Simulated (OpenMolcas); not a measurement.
## As I: from CASSCF to CASPT2

```yaml
Program: OpenMolcas
Basis: ANO-R3 [7s6p5d3f2g]
Scalar_Hamiltonian: X2C, finite nucleus
Active_space: 3 electrons in 3 orbitals (4p)
State_averaging: 2S+1 = 4 odd, 1 root; 2S+1 = 2 odd, 8 roots
Spin-orbit_coupling: RASSI with atomic mean-field integrals over the reference wave functions, term energies averaged over their components
```

Methods on the same reference wave functions:
A. CASSCF
B. SS-CASPT2, IPEA 0.25 Eh, imaginary shift 0.1 Eh (closed shells correlated: 3d 4s)

Energies in eV above 4s2 4p3 4S* 3/2, the measured ground level; measured values from NIST Handbook of Basic Atomic Spectroscopic Data.

```tsv
Level	A	B	Measured
4s2 4p3 4S* 3/2	0.0000	0.0000	0.0000
4s2 4p3 2D* 3/2	1.7982	1.415	1.3133
4s2 4p3 2D* 5/2	1.8208	1.442	1.3533
4s2 4p3 2P* 1/2	3.0064	2.424	2.2548
4s2 4p3 2P* 3/2	3.0364	2.460	2.3120
```

Deviations, from unrounded energies. A percentage is the sum of absolute deviations over the sum of measured energies, with the sign that they share, or ± where signs differ.

```csv
Against measurement,Levels,A,B
mean absolute deviation (cm-1),4,4900,1000
other terms of the ground configuration (%),4,+33.6,+7.0
```

B lies closest to measurement on these levels. The largest miss of B in the table is 4s2 4p3 2P* 1/2, by +1400 cm-1. The ranking rests on the paired levels alone, and a cruder setting can come out closer through cancelling errors.

From A to B the spin-free energies of the other terms of 4s2 4p3 shown, above 4S*, scale by factors of 0.79 to 0.81.

The lowest spin-free term lies below A's lowest term by 0.574 hartree in B.

Term energies are means over components that CASPT2 splits; among the terms shown or strongly mixed into the levels shown the widest spread is 180 cm-1 (4s2 4p3 2D*, B). With the s shell closed, the reference lacks s² → p² mixing. Without dynamic correlation excited terms often stand tens of per cent too high (terms of higher spin than the ground term too low), and those without a measured partner can miss by more than the paired ones (holds for A). Computed and measured levels are paired by configuration, term and J; levels that our copy of the source lacks, or whose pairing is in doubt (as where it misses far off the trend of its configuration), stay unpaired and out of the deviations. Levels of configurations outside the active space are missing.

* marks odd parity.
